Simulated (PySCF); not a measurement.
## Dipole moment and polarisability of `COc1ccc(C(=O)F)cc1`

Compound: C8H7FO2.
Geometry (PBE0-D3(BJ)/def2-SVP, Å), atoms numbered from 1 in this order:
```
atom  x, y, z in Å
C1    -3.1432   -0.4627   -0.2500
O2    -2.2308    0.5916   -0.4092
C3    -0.9274    0.3670   -0.1971
C4    -0.0729    1.4677   -0.3791
C5     1.2892    1.3294   -0.1871
C6     1.8296    0.0898    0.1912
C7     3.2699   -0.1119    0.4032
O8     3.8258   -1.1145    0.7149
F9     3.9754    1.0151    0.2015
C10    0.9749   -1.0014    0.3736
C11   -0.3947   -0.8743    0.1838
H12   -3.1389   -0.8540    0.7818
H13   -4.1358   -0.0515   -0.4709
H14   -2.9348   -1.2908   -0.9492
H15   -0.5152    2.4208   -0.6739
H16    1.9523    2.1838   -0.3298
H17    1.4077   -1.9597    0.6683
H18   -1.0396   -1.7403    0.3319
```

Level: PBE0/def2-SVPD (PySCF), static field, nuclei fixed, core orbitals frozen in the response. The polarisability tensor in these axes (au):

```
x   151.50  -0.51  10.63
y    -0.51  99.70 -10.10
z    10.63 -10.10  64.02
```

What are the eigenvalues, a third of the trace, and Δα (Δα² = ½Σ(αi − αj)² over the three pairs)?

Principal values 60.23, 102.17 and 152.83 au; mean 105.08 au = 15.57 Å³ = 17.32 × 10⁻⁴⁰ C²·m²/J; Δα = 80.31 au (76 % of the mean).

What is the dipole moment, and where does it point?

(-5.16, -0.03, -0.58) D, 5.19 D in size, pointing from the negative to the positive side. Measured along this direction, the outermost atoms are F9 and O8 at the negative end and H13 at the positive end.

Orientational against electronic polarisability at 250 K (dilute gas, rigid molecules)?

In Gaussian units μ²/3kT = 260.61 Å³ against 15.57 Å³, a ratio of 16.74; the Debye molar polarisation (4π/3)N_A(α + μ²/3kT) is 696.7 cm³/mol, leaving out the vibrational part.

Refractivity n − 1 of an ideal gas of it at 400 K and 1 atm, from the electronic α?

N = p/kT = 1.8347 × 10¹⁹ cm⁻³, so n − 1 = 2π × N × 15.57 × 10⁻²⁴ cm³ = 1795 × 10⁻⁶ at long wavelengths, for an ideal gas.

What are the principal values of the traceless quadrupole moment, Θ = ½Σq(3rr − r²1), about the centre of nuclear charge?

-13.12, -0.76, 13.88 D·Å. The values depend on the origin, since the dipole doesn't vanish. The electronic extent ⟨r²⟩ about the same centre is 2128 bohr², a root-mean-square distance of 2.73 Å for the 80 electrons.

Find the Langevin capture rate constant for O2+ (31.990 u) meeting this molecule (154.043 u), k = 2.342 × 10⁻⁹ cm³/s × √(α in Å³ / reduced mass in u).

The reduced mass is 26.49 u, so k = 1.80 × 10⁻⁹ cm³/s. The formula leaves out the permanent dipole, which adds to the capture rate.

Geometry: PBE0-D3(BJ)/def2-SVP, one conformer, isolated molecule.
